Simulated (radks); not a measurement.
Question: These are the eigenvalues of the occupied orbitals of an atom or ion with whole-number occupations (eV). Calculated with a radial shooting solver on a logarithmic mesh with Libxc functionals: scalar-relativistic Kohn-Sham, r2SCAN, spin-polarised, spherical densities, finite nucleus; meta-GGA in the generalised Kohn-Sham scheme; Fermi nuclear charge, rms radius of each element as measured or else 0.836 A^(1/3) + 0.57 fm.

1s up: -4423.392
1s down: -4423.369
2s up: -488.5033
2s down: -488.1902
2p up: -399.9896
2p down: -399.7355
3s up: -64.5152
3s down: -63.3603
3p up: -42.1303
3p down: -40.9352
4s up: -10.4225
3d up: -10.2262

Which element is it, and in what charge state? The configuration may be excited. Open shells, if any, are filled with parallel spins first.

Answer: Z = 21, scandium, charge +1: Sc+ in [Ar] 3d1 4s1. The list shows which subshells hold electrons but not how many an open one holds; the 1s level, -162.56 hartree, gives Z - s = 18.0 by -(Z - s)^2/2, which with screening and relativity narrows Z to a few neighbours, and the depths of the outer levels then fix element, charge and occupations together.
